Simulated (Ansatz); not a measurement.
`[CH3][GeH]([OH])[F]` + NH₃ → `[CH3][GeH]([NH2])[F]` + H₂O at 298.15 K and 1 bar (ligand exchange at a Ge–O bond).

Calculated with Ansatz (gas phase, PBE0-D4/def2-TZVP geometries, no zero-point term in ΔE). CCSD(T)/CBS is the MP2 limit (def2-TZVPP, def2-QZVPP) plus CCSD(T) − MP2 in def2-TZVPP, frozen cores. This one scheme is used for every species. For Ge outer-core shells are correlated without core-valence functions, which leaves a few kJ/mol of doubt a bond. Scalar relativity is left out up to krypton. Each species was taken in one conformer, which may not be the lowest.

```json
{"species": "`[CH3][GeH]([OH])[F]`", "CCSD(T)/CBS energy (Eh)": "-2292.21807", "H − E (kJ/mol)": "179.0", "S (J/(mol·K))": "333.8"}
{"species": "NH₃", "CCSD(T)/CBS energy (Eh)": "-56.50880", "H − E (kJ/mol)": "100.5", "S (J/(mol·K))": "192.4"}
{"species": "`[CH3][GeH]([NH2])[F]`", "CCSD(T)/CBS energy (Eh)": "-2272.33936", "H − E (kJ/mol)": "211.8", "S (J/(mol·K))": "336.1"}
{"species": "H₂O", "CCSD(T)/CBS energy (Eh)": "-76.37941", "H − E (kJ/mol)": "66.4", "S (J/(mol·K))": "188.7"}
```

H − E and S are ideal-gas, rigid-rotor, harmonic terms from PBE0-D4/def2-TZVP, for one conformer and one mirror image of each species. 1 Eh = 2625.50 kJ/mol, R = 8.31446 J/(mol·K).

Task: By hand: ΔE, ΔH, ΔS and ΔG.

Result: ΔE = (-2272.33936) + (-76.37941) − (-2292.21807) − (-56.50880) = 0.00810 Eh = 21.3 kJ/mol. Δ(H − E) = 211.8 + 66.4 − 179.0 − 100.5 = -1.3, so ΔH = 20.0 kJ/mol. ΔS = 336.1 + 188.7 − 333.8 − 192.4 = -1.4 J/(mol·K). ΔG = 20.0 − 298.15 × (-1.4)/1000 = 20.4 kJ/mol.

Task: By hand: the equilibrium constant, and the temperature at which ΔG would vanish if ΔH and ΔS stayed fixed.

Result: log₁₀ K = −ΔG/(RT ln 10) = -3.6. ΔH and −TΔS have one sign here, so there is no such temperature. One of them is within its doubt of zero, so this could turn.

The number of gas molecules stays the same, so ΔS is small and ΔH decides. A doubt of 5 kJ/mol in ΔE shifts log₁₀ K by 0.9 here. Other conformers and mirror images would add mixing entropy, several J/(mol·K) or more a flexible species. These are equilibria of isolated gas molecules and say nothing of rates. Largest T1 diagnostic: 0.011 (customary marks: 0.02 for closed shells, 0.045 for open ones).
